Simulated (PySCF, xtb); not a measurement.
Cd(NH2)(SMe) (CH5CdNS), SMILES C[S][Cd][NH2].

GFN2-xTB (xtb 6.7.1) at its own geometry gives an orbital gap of 2.44 eV and a dipole moment of 3.62 D.

Geometry optimised at PBE0-D3(BJ)/def2-SVP. The structure was generated by enumeration; whether it is a known compound was not checked. The def2 effective core potentials stand for the cores of Cd; spin–orbit coupling is left out. The values are those of a single conformer.

Question: What does PBE/def2-TZVP in PySCF give? (The exact figures need the calculation; the answer reports its results.)

Answer: gap 3.67 eV (levels -5.35 and -1.67 eV), dipole 0.90 D.
